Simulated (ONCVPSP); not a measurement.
## What one change does to a pseudopotential (lithium (Li), ONCV)

```
Element                 : Li (Z = 3)
Generator               : ONCVPSP 4.0.1
Type                    : optimised norm-conserving Vanderbilt (ONCV)
Functional              : PBE
Relativity              : scalar-relativistic
Frozen core             : none
Valence charge          : 3
Reference configuration : 1s2 2s0.5 (charge +0.5)
Partial waves           : 1s+2s: rc 1.10 bohr, ncon 5, nbas 9, qcut 11.1 1/bohr, 2 projectors; p scattering state at 0.44 Ha: rc 1.10 bohr, ncon 4, nbas 9, qcut 9.1 1/bohr, 2 projectors, debl 1 Ha
Local potential         : polynomial inside 0.95 bohr (lpopt 5, dvloc0 3 Ha)
Core correction         : none
```

All-electron outer shells of the reference configuration (PBE, scalar-relativistic, ld1.x):

```
shell  level (eV)  outermost node (bohr)  outermost maximum (bohr)
   1s      -55.76                      –                      0.36
   2s       -5.34                   0.83                      2.90
```

Change: s: ncon 3, nbas 7.

Cutoffs: the cutoffs (Ha) at which the residual kinetic energy of the hardest occupied pseudo-wave falls to 1 and 0.1 mHa per electron; they do not see the model core or the augmentation charge, which bear on the density cutoff. Errors are all-electron minus pseudo energies relative to the spin-unpolarised reference configuration.

Q: Predict the effect on cutoff, ghosts and configuration errors.

A: The potential gets softer (46 Ha and 55 Ha → 41 Ha and 49 Ha); of the 4 tests that both files solve, the error grows in 1 and shrinks in 0 by more than 15 % and 0.3 meV (median size 0.1 → 0.1 meV); neither file shows a bound ghost.

| quantity | base | changed |
| --- | --- | --- |
| cutoff, loose | 46 Ha | 41 Ha |
| cutoff, tight | 55 Ha | 49 Ha |
| bound ghosts | none | none |
| GHOST(+) flags under 300 eV | none | none |
| error for 1s2 2s1, meV [ΔE -2.05 eV] | 0.0 | 0.0 |
| error for 1s2 2s0, meV [ΔE 3.25 eV] | +0.1 | +0.1 |
| error for 1s2 2s0 2p1, meV [ΔE -0.26 eV] | +0.1 | +0.2 |
| error for 1s1 2s1, meV [ΔE 66.36 eV] | +615 | +808 |
| s: phases at 1.12 bohr within 0.05 rad from the reference energy up to (Ha; the scan ends near 5) | to the end of the scan | to the end of the scan |
| p: phases at 1.12 bohr within 0.05 rad from the reference energy up to (Ha; the scan ends near 5) | to the end of the scan | to the end of the scan |
